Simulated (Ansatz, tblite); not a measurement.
Removing and adding an electron: the cluster Cu2H2 (the lowest singlet isomer of a short search). The state is a singlet with charge 0. Geometry: PBE0-D4/def2-TZVP. Ansatz, gas phase; energy differences of separate SCF runs; the oxidised species was run as a doublet alone; the reduced species was run as a doublet alone.

```xyz
4

Cu    0.583   -0.148   -0.161
Cu   -1.628    0.422    0.546
H     1.954   -0.425    0.443
H    -0.908    0.152   -0.828
```

The xTB rows come from tblite. Correlated methods freeze 18 core orbitals. In CCSD on the charge 1 doublet the largest single amplitude is 0.34, so its Hartree–Fock determinant may place the open shell otherwise than the density functionals do. The structure comes from a short search, and lower isomers may exist.

```json
{"level": "GFN1-xTB", "−HOMO (eV)": "10.97", "vertical IE (eV)": "13.89", "−LUMO (eV)": "9.09", "vertical EA (eV)": "6.15", "HOMO–LUMO gap (eV)": "1.87", "IE − EA (eV)": "7.75", "remarks": "–"}
{"level": "GFN2-xTB", "−HOMO (eV)": "8.01", "vertical IE (eV)": "12.93", "−LUMO (eV)": "5.11", "vertical EA (eV)": "3.19", "HOMO–LUMO gap (eV)": "2.90", "IE − EA (eV)": "9.73", "remarks": "–"}
{"level": "HF/def2-TZVPD", "−HOMO (eV)": "–", "vertical IE (eV)": "–", "−LUMO (eV)": "–", "vertical EA (eV)": "0.73", "HOMO–LUMO gap (eV)": "–", "IE − EA (eV)": "–", "remarks": "–"}
{"level": "PBE-D4/def2-TZVP", "−HOMO (eV)": "5.14", "vertical IE (eV)": "8.35", "−LUMO (eV)": "3.82", "vertical EA (eV)": "–", "HOMO–LUMO gap (eV)": "1.32", "IE − EA (eV)": "–", "remarks": "–"}
{"level": "PBE-D4/def2-TZVPD", "−HOMO (eV)": "5.19", "vertical IE (eV)": "–", "−LUMO (eV)": "3.85", "vertical EA (eV)": "1.43", "HOMO–LUMO gap (eV)": "1.33", "IE − EA (eV)": "–", "remarks": "HOMO above zero (-1 doublet)"}
{"level": "r2SCAN-D4/def2-TZVP", "−HOMO (eV)": "5.17", "vertical IE (eV)": "8.24", "−LUMO (eV)": "3.53", "vertical EA (eV)": "–", "HOMO–LUMO gap (eV)": "1.65", "IE − EA (eV)": "–", "remarks": "–"}
{"level": "r2SCAN-D4/def2-TZVPD", "−HOMO (eV)": "5.21", "vertical IE (eV)": "–", "−LUMO (eV)": "3.56", "vertical EA (eV)": "1.48", "HOMO–LUMO gap (eV)": "1.65", "IE − EA (eV)": "–", "remarks": "HOMO above zero (-1 doublet)"}
{"level": "PBE0-D4/def2-TZVP", "−HOMO (eV)": "6.03", "vertical IE (eV)": "8.18", "−LUMO (eV)": "2.91", "vertical EA (eV)": "–", "HOMO–LUMO gap (eV)": "3.13", "IE − EA (eV)": "–", "remarks": "–"}
{"level": "PBE0-D4/def2-TZVPD", "−HOMO (eV)": "6.07", "vertical IE (eV)": "–", "−LUMO (eV)": "2.95", "vertical EA (eV)": "1.33", "HOMO–LUMO gap (eV)": "3.12", "IE − EA (eV)": "–", "remarks": "HOMO above zero (-1 doublet)"}
{"level": "MP2/def2-TZVPD", "−HOMO (eV)": "–", "vertical IE (eV)": "–", "−LUMO (eV)": "–", "vertical EA (eV)": "1.12", "HOMO–LUMO gap (eV)": "–", "IE − EA (eV)": "–", "remarks": "–"}
{"level": "CCSD/def2-TZVPD", "−HOMO (eV)": "–", "vertical IE (eV)": "–", "−LUMO (eV)": "–", "vertical EA (eV)": "1.12", "HOMO–LUMO gap (eV)": "–", "IE − EA (eV)": "–", "remarks": "–"}
{"level": "CCSD/def2-TZVPP", "−HOMO (eV)": "–", "vertical IE (eV)": "7.94", "−LUMO (eV)": "–", "vertical EA (eV)": "–", "HOMO–LUMO gap (eV)": "–", "IE − EA (eV)": "–", "remarks": "large T1 (0.103) (+1 doublet)"}
{"level": "CCSD(T)/def2-TZVPD", "−HOMO (eV)": "–", "vertical IE (eV)": "–", "−LUMO (eV)": "–", "vertical EA (eV)": "1.21", "HOMO–LUMO gap (eV)": "–", "IE − EA (eV)": "–", "remarks": "–"}
{"level": "CCSD(T)/def2-TZVPP", "−HOMO (eV)": "–", "vertical IE (eV)": "8.34", "−LUMO (eV)": "–", "vertical EA (eV)": "–", "HOMO–LUMO gap (eV)": "–", "IE − EA (eV)": "–", "remarks": "large T1 (0.103) (+1 doublet)"}
```

Relaxing the oxidised species (PBE0-D4/def2-TZVP) changes its energy by -0.10 eV at PBE0-D4/def2-TZVP, so the adiabatic ionisation energy to this nearest minimum is 8.09 eV. At PBE-D4/def2-TZVP that geometry lies 0.02 eV above the vertical one, so it gives no adiabatic value.  Run but left out: HF/def2-TZVPP, MP2/def2-TZVPP (charge +1 doublet: a determinant that CCSD turns far, T1 0.103).   A HOMO above zero means that the electron is unbound at that level or that self-interaction error raises the level; the energy of removing that electron tells which. Raw xTB energy differences between charge states are shifted by several eV; the methods need an empirical correction for them.
